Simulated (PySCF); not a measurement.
**Dipole response of Os³⁺ (osmium, charge +3)**

[Xe] 4f14 5d5, high-spin 6S determinant. Computed with PySCF 2.14 in def2-QZVPPD with the def2 core potential (60 electrons) (7s5p4d4f2g, 88 functions), with scalar relativity through the core potential. Coupled (time-dependent) response in atomic units; α is the mean over directions.

| method | mean α (bohr³) | C₆ (like pair) | S(−4) |
| --- | --- | --- | --- |
| UHF | 6.470 | 34.91 | 8.485 |
| PBE | 7.049 | 38.41 | 11.29 |
| PBE0 | 6.834 | 37.14 | 10.15 |

S(−4) is the Cauchy moment in α(ω) = α(0) + S(−4) ω² + …

α(iu) at PBE:

| u (hartree) | α(iu) (bohr³) |
| --- | --- |
| 0 | 7.049 |
| 0.0500 | 7.021 |
| 0.100 | 6.939 |
| 0.200 | 6.643 |
| 0.300 | 6.234 |
| 0.500 | 5.335 |
| 0.750 | 4.345 |
| 1.00 | 3.565 |
| 1.50 | 2.481 |
| 2.00 | 1.799 |
| 3.00 | 1.042 |
| 5.00 | 0.4587 |

A single London oscillator, α(iu) = α/(1 + u²/ω²), gives C₆ = (3/4) ω α². Matching the computed C₆ needs ω = 4 × 38.41 / (3 × 7.049²) = 1.03 hartree.

For an ion, C₆ is the dispersion term alone; charge-induced terms of lower order in 1/R come first.

Energies and moments cover only the electrons outside the core potential. Spin-orbit coupling, which splits the p, d and f shells strongly at this Z, is absent.
